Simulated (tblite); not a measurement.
Species: C3H11FSi2.
Numbering: `[F:1][CH2:2][CH2:3][CH:4]([SiH3:5])[SiH3:6]` (hydrogens: H7, H8 on C2; H9, H10 on C3; H11 on C4; H12, H13, H14 on Si5; H15, H16, H17 on Si6)

Geometry (GFN2-xTB, Å), atoms numbered from 1 in this order:
```xyz
17
C3H11FSi2 angstrom
F      1.4073   -1.9330   -1.0193
C      1.9440   -0.8413   -0.3753
C      1.0023    0.3502   -0.4623
C     -0.2065    0.2493    0.4684
Si    -1.2395   -1.3347    0.1808
Si    -1.2561    1.8347    0.3365
H      2.1188   -1.1456    0.6618
H      2.9002   -0.6354   -0.8693
H      1.5861    1.2446   -0.2259
H      0.6680    0.4373   -1.4986
H      0.1729    0.2009    1.4957
H     -2.5038   -1.1724    0.9069
H     -0.5608   -2.5104    0.7251
H     -1.5015   -1.4845   -1.2481
H     -1.7895    1.9668   -1.0207
H     -0.4013    2.9930    0.6259
H     -2.3477    1.7924    1.3086
```

Level: GFN2-xTB in tblite, geometry and Hessian alike; calculated harmonic values, unscaled, isolated species. Errors from tens to a few hundred cm⁻¹ against measured bands are possible. Modes of hydrogen on silicon can be 10 to 20 % off. One conformer, not necessarily the lowest.

Harmonic wavenumbers (cm⁻¹): 59.4, 95.5, 124.5, 169.2, 188.3, 204.1, 272.4, 298.9, 459.8, 509.8, 521.4, 525.7, 569.4, 669.5, 764.9, 771.8, 785.6, 792.3, 802.5, 814.5, 834.6, 900.7, 928.8, 1011.3, 1067.4, 1106.4, 1119.4, 1175.9, 1241.3, 1285.1, 1330.7, 1346.7, 1449.2, 1476.3, 2219.7, 2232.1, 2255.1, 2272.2, 2273.3, 2290.5, 2905.9, 2936.0, 2945.6, 2951.6, 2981.1.

A = 3170, B = 1379, C = 1031 MHz; mass 122.038 u (most abundant isotopes); point group C1, symmetry number 1.

Q: What is the zero-point energy?

A: Half the sum of the wavenumbers: 26968 cm⁻¹ = 322.61 kJ/mol.

Q: Entropy at 350 K, 1 bar (ideal gas, RRHO, classical rotation)?

A: Translation 172.11, rotation 121.90, vibration 132.36: S = 426.4 J/(mol K).

Q: And Cp and H(350 K) − H(0)?

A: Cp = 177.36 J/(mol K), of which vibrations give 144.10 (their classical limit is 45 R = 374.2); H(350 K) − H(0) = 36.73 kJ/mol without the zero-point energy, 25.09 from vibrations.

Q: Which modes carry the vibrational entropy at 350 K?

A: 59.4 cm⁻¹: 20.06; 95.5 cm⁻¹: 16.14; 124.5 cm⁻¹: 13.97; 169.2 cm⁻¹: 11.50; 188.3 cm⁻¹: 10.65; 204.1 cm⁻¹: 10.01 J/(mol K); the other 39 give 50.02 together.

Q: How do the functions run with temperature in this model?

A: 
```json
{"T (K)": "50", "S (J/(mol K))": "238.1", "Cp (J/(mol K))": "51.3", "H − H(0) (kJ/mol)": "1.98", "G − H(0) (kJ/mol)": "-9.93", "ln q(vib)": "0.31"}
{"T (K)": "100", "S (J/(mol K))": "281.4", "Cp (J/(mol K))": "75.1", "H − H(0) (kJ/mol)": "5.17", "G − H(0) (kJ/mol)": "-22.97", "ln q(vib)": "1.28"}
{"T (K)": "298.15", "S (J/(mol K))": "399.6", "Cp (J/(mol K))": "157.0", "H − H(0) (kJ/mol)": "28.06", "G − H(0) (kJ/mol)": "-91.08", "ln q(vib)": "6.02"}
{"T (K)": "373.15", "S (J/(mol K))": "438.0", "Cp (J/(mol K))": "185.9", "H − H(0) (kJ/mol)": "40.94", "G − H(0) (kJ/mol)": "-122.50", "ln q(vib)": "7.87"}
{"T (K)": "500", "S (J/(mol K))": "498.2", "Cp (J/(mol K))": "226.0", "H − H(0) (kJ/mol)": "67.17", "G − H(0) (kJ/mol)": "-181.94", "ln q(vib)": "10.98"}
{"T (K)": "750", "S (J/(mol K))": "601.2", "Cp (J/(mol K))": "281.4", "H − H(0) (kJ/mol)": "131.12", "G − H(0) (kJ/mol)": "-319.77", "ln q(vib)": "16.87"}
{"T (K)": "1000", "S (J/(mol K))": "687.4", "Cp (J/(mol K))": "317.3", "H − H(0) (kJ/mol)": "206.27", "G − H(0) (kJ/mol)": "-481.15", "ln q(vib)": "22.31"}
```

q(vib) and H(0) count from the zero-point level.

Q: Blend soft modes into free rotors: weight 1/[1 + (100 cm⁻¹/ν̃)⁴] for the oscillator and the rest for a rotor with moment μB/(μ + B), μ = h/(8π²ν), B = 10⁻⁴⁴ kg m². What vibrational entropy results?

A: 125.03 J/(mol K) in place of 132.36, which changes −T·S at 350 K by +2.56 kJ/mol.

Hindered rotation and anharmonicity are outside this model. Other conformers, if any are populated, would add a mixing term that is left out. The structure is chiral; the term R ln 2 for an equal mix with its mirror image is left out.
